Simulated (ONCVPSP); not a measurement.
What the settings do to the ONCV potential of B (Z = 5)

Base potential:

```
Element                 : B (Z = 5)
Generator               : ONCVPSP 4.0.1
Type                    : optimised norm-conserving Vanderbilt (ONCV)
Functional              : PBEsol
Relativity              : scalar-relativistic
Frozen core             : [He]
Valence charge          : 3
Reference configuration : 2s2 2p1
Partial waves           : 2s: rc 1.35 bohr, ncon 4, nbas 7, qcut 5.8 1/bohr, 2 projectors, debl 1.8 Ha; 2p: rc 3.15 bohr, ncon 5, nbas 9, qcut 3.7 1/bohr, 1 projector; d scattering state at 0.09 Ha: rc 2.70 bohr, ncon 5, nbas 8, qcut 3.2 1/bohr, 3 projectors, debl 2.2 Ha
Local potential         : polynomial inside 0.90 bohr (lpopt 5, dvloc0 3 Ha)
Core correction         : Teter function, fcfact 6, rcfact 1.55
```

Cutoffs, loose and tight: the cutoffs (Ha) at which the residual kinetic energy of the hardest occupied pseudo-wave falls to 1 and 0.1 mHa per electron. They do not see the model core or the augmentation charge, which bear on the density cutoff. Test errors are all-electron minus pseudo excitation energies from the reference, over the configurations 2s2 2p0; 2s1 2p0; 2s2 2p0.5; 2s1 2p2. A dash means not determined; rows that change the core or the reference have their own tests.

```tsv
change	outcome	cutoff, loose	cutoff, tight	bound ghosts	GHOST(+) flags above zero	largest test error (meV)
base	generated	12 Ha	17 Ha	none	none	+316
core correction Teter function, fcfact 6, rcfact 1.14	generated	12 Ha	17 Ha	none	none	+332
p: qcut 4.2	generated	12 Ha	17 Ha	none	none	+255
local potential polynomial inside 0.90 bohr (lpopt 5, dvloc0 -2.5 Ha)	generated	12 Ha	17 Ha	none	p	+316
p: nproj 3	generated	12 Ha	17 Ha	none	none	+316
s: rc 1.9	generated	9.6 Ha	13 Ha	none	none	+307
s: ncon 3, nbas 6	generated	12 Ha	16 Ha	none	none	+316
```
